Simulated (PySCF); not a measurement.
Compound: BiMe3, C3H9Bi.
Bonds: Bi1–C2, Bi1–C6, Bi1–C10. Hydrogens: H3, H4, H5 on C2; H7, H8, H9 on C6; H11, H12, H13 on C10.

A GFN2-xTB structure was refined with PBE0-D3(BJ)/def2-SVP geometry optimisation, gas phase, def2 core potentials past Kr in PySCF. Its GFN2-xTB values:

```
coordinate  GFN2-xTB
    Bi1–C2   2.216 Å
    Bi1–C6   2.375 Å
     C2–H3   1.057 Å
 Bi1–C2–H3    109.9°
 C2–Bi1–C6     90.8°
  H3–C2–H4    103.6°
```

**Question.** How do these coordinates change at the PBE0-D3(BJ)/def2-SVP level?

**Answer.** 
```csv
coordinate,PBE0-D3(BJ)/def2-SVP (Å or °),change
Bi1–C6,2.273,-0.102
Bi1–C2,2.274,+0.058
C2–H3,1.099,+0.042
H3–C2–H4,109.7,+6.1
C2–Bi1–C6,92.8,+2.0
Bi1–C2–H3,109.6,-0.3
```

The energy falls by 6.0 kcal/mol over 6 energy and gradient evaluations, the largest force component goes from 0.0284 to 3.0e-04 Eh/bohr, and the atoms move by 0.057 Å rms after alignment. The bond that changes most is Bi1–C6 (ends: bismuth bonded to 3 C; carbon bonded to Bi and 3 H), which shortens by 0.102 Å. Bonds longer at the end by more than 0.005 Å: 8 of 12; shorter: 3. Rotational constants go from 3261, 3206, 2821 to 3254, 3244, 2800 MHz.

The run used 113 basis functions and 41 SCF cycles in all. Hardware: one thread of an Arm Neoverse V1, shared host with 32 logical CPUs at a one-minute load of 6.3. Cost: 36 s of wall time, 0.47 GiB resident at most.

Stationary, but not proved a minimum.
